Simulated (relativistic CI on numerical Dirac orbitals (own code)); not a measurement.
# Electric-dipole lines of Zr V

These numbers are calculated, not measured: Dirac-Coulomb-Breit CI, orbitals from a KLI potential per configuration, model QED, valence Slater integrals scaled by 0.85, P86 correlation energy added to each configuration (own radial code, finite nucleus).

CI space (outside the closed core [Ar] 3d10): 4s2 4p6, 4s2 4p5 4d, 4s2 4p5 4f, 4s 4p6 4d, 4s2 4p5 5s, 4s2 4p5 5p, 4s 4p6 4f, 4s2 4p5 5d, 4s2 4p5 6s, 4s2 4p5 6p, 4s2 4p5 5f, 4s2 4p5 6d, 4s2 4p5 5g, 4p6 4d2, 4p5 4d3, 4p5 4d2 4f, 4p5 4d2 5s, 4p5 4d2 5p. Double excitations out of closed p, d and f shells are left out; levels of such configurations are missing from the list, as are those of other unlisted configurations, and high levels can miss mixing partners. These lack a partner that the ground configuration has and come out too high: 4s2 4p5 5d, 4s2 4p5 6s, 4s2 4p5 6p, 4s2 4p5 5f, 4s2 4p5 6d.

```csv
λ vac (nm),Lower,Upper,A (s⁻¹),E lower (cm⁻¹),E upper (cm⁻¹)
29.960,4s2 4p6 1S_0 [1],4s2 4p5 4d 1P°_1 [15],1.26e+11,0,333776
30.081,4s2 4p6 1S_0 [1],4s2 4p5 5s 1P°_1 [14],6.36e+10,0,332435
34.383,4s2 4p5 4d 3P°_1 [3],4s2 4p5 5f 3D_2 [83],1.08e+10,244834,535679
34.887,4s2 4p5 4d 3P°_2 [4],4s2 4p5 5f 3D_3 [84],1.11e+10,249191,535833
35.591,4s2 4p5 4d 3F°_4 [5],4s2 4p5 5f 3G_5 [76],9.43e+09,251619,532588
35.813,4s2 4p5 4d 3F°_3 [6],4s2 4p5 5f 3G_4 [78],7.83e+09,254304,533534
36.795,4s2 4p5 4d 1F°_3 [12],4s2 4p5 5f 1G_4 [99],9.07e+09,278091,549868
37.213,4s2 4p5 4d 3D°_3 [8],4s2 4p5 5f 3F_4 [82],9.13e+09,266814,535541
39.944,4s2 4p5 4d 3P°_1 [3],4s 4p6 4d 3D_2 [58],1.20e+10,244834,495184
40.224,4s2 4p5 4d 3P°_2 [4],4s 4p6 4d 3D_3 [61],1.49e+10,249191,497800
40.621,4s2 4p5 4d 3F°_4 [5],4s 4p6 4d 3D_3 [61],7.59e+09,251619,497800
40.652,4s2 4p5 4d 3P°_2 [4],4s 4p6 4d 3D_2 [58],7.58e+09,249191,495184
45.133,4s2 4p5 4d 3D°_2 [11],4s 4p6 4d 3D_3 [61],1.07e+10,276235,497800
46.586,4s2 4p5 4d 3F°_4 [5],4s2 4p5 4f 3G_5 [39],2.07e+10,251619,466274
46.876,4s2 4p5 4d 3F°_3 [6],4s2 4p5 4f 3G_4 [40],1.69e+10,254304,467634
47.161,4s2 4p5 4d 3F°_2 [7],4s2 4p5 4f 3G_3 [41],1.47e+10,258273,470312
47.254,4s2 4p5 4d 1D°_2 [9],4s2 4p5 4f 3G_3 [52],1.67e+10,272309,483930
48.347,4s2 4p5 4d 3P°_2 [4],4s2 4p5 4f 3D_3 [31],4.64e+09,249191,456028
48.409,4s2 4p5 4d 1F°_3 [12],4s2 4p5 4f 3F_4 [53],1.81e+10,278091,484663
48.977,4s2 4p5 4d 3D°_3 [8],4s2 4p5 4f 3F_4 [42],1.66e+10,266814,470993
49.242,4s2 4p5 4d 3D°_2 [11],4s2 4p5 4f 3F_3 [49],9.56e+09,276235,479312
50.002,4s2 4p5 4d 3D°_1 [10],4s2 4p5 4f 1D_2 [43],7.43e+09,272903,472893
76.445,4s2 4p5 4d 3F°_4 [5],4s2 4p5 5p 3D_3 [20],2.77e+09,251619,382433
128.48,4s2 4p5 5p 3D_1 [24],4s2 4p5 5d 3F°_2 [44],2.82e+09,396105,473939
128.91,4s2 4p5 5p 3D_2 [19],4s2 4p5 5d 3F°_3 [35],2.85e+09,380793,458366
132.47,4s2 4p5 5p 3D_3 [20],4s2 4p5 5d 3F°_4 [33],3.13e+09,382433,457920
132.74,4s2 4p5 5p 1P_1 [21],4s2 4p5 5d 1D°_2 [36],2.05e+09,384667,460003
132.90,4s2 4p5 5p 3D_2 [25],4s2 4p5 5d 3F°_3 [47],3.08e+09,399771,475017
133.03,4s2 4p5 5d 3F°_3 [35],4s2 4p5 5f 3G_4 [78],2.07e+09,458366,533534
133.60,4s2 4p5 5d 3F°_3 [47],4s2 4p5 5f 1G_4 [99],2.21e+09,475017,549868
133.73,4s2 4p5 5d 3D°_3 [37],4s2 4p5 5f 3F_4 [82],1.98e+09,460763,535541
133.92,4s2 4p5 5p 3P_1 [26],4s2 4p5 5d 3D°_2 [46],2.42e+09,400055,474727
133.93,4s2 4p5 5d 3F°_4 [33],4s2 4p5 5f 3G_5 [76],2.21e+09,457920,532588
134.58,4s2 4p5 5p 3P_2 [22],4s2 4p5 5d 3D°_3 [37],2.38e+09,386460,460763
134.81,4s2 4p5 4f 3G_5 [39],4s2 4p5 5g 3H°_6 [88],3.04e+09,466274,540450
137.27,4s2 4p5 4f 3G_4 [40],4s2 4p5 5g 1H°_5 [89],2.80e+09,467634,540485
137.86,4s2 4p5 4f 3G_3 [52],4s2 4p5 5g 3H°_4 [104],2.86e+09,483930,556466
139.24,4s2 4p5 4f 3F_4 [53],4s2 4p5 5g 3H°_5 [105],2.98e+09,484663,556484
140.97,4s2 4p5 4f 3G_3 [41],4s2 4p5 5g 1G°_4 [92],2.63e+09,470312,541249
142.32,4s2 4p5 4f 3F_4 [42],4s2 4p5 5g 3G°_5 [93],2.65e+09,470993,541257
146.95,4s2 4p5 4f 1D_2 [43],4s2 4p5 5g 3G°_3 [91],2.10e+09,472893,540942
190.21,4s2 4p5 5s 3P°_2 [13],4s2 4p5 5p 3D_3 [20],7.54e+08,329858,382433
282.84,4s2 4p5 6p 3D_2 [59],4s2 4p5 6d 3F°_3 [73],6.76e+08,496181,531537
290.30,4s2 4p5 6p 3D_3 [60],4s2 4p5 6d 3F°_4 [72],7.75e+08,496918,531365
292.01,4s2 4p5 6p 3D_2 [68],4s2 4p5 6d 3F°_3 [96],7.50e+08,513412,547658
```

Terms are leading LS components. Brackets give the number of a level in order of energy, since labels repeat. The list gives strong lines, with weight on those to low levels, without lines whose two gauges differ by over a factor of 2.5, among the lowest 105 of 1046 levels, so that lines to higher ones, which can be the strongest, are missing, and without 5 lines that miss the measured interval by over 7 %, start from a term whose rates miss tabulated ones by over 60 %, have gauges far apart or, lacking measured levels, span too small a gap for the errors found; lines with a level outside our table were not tested and can miss by more. Levels whose partners in the same complex of configurations lie outside the list can be far off, and so can their lines. Rates are taken at the computed energies, electric ones in the length gauge.

At this charge configurations can still be misplaced by up to about 7 % of their energy. 48 of the 69 excited levels that our extract of the measured tables holds in this range could be paired (the sources list more); they are missed by 4944 cm⁻¹ on average and 57271 at most, and levels without a partner can miss by more.

LS names give the leading component of a level, which can be under half, so a name can repeat, a term be missing and a line seem to break the LS rules.
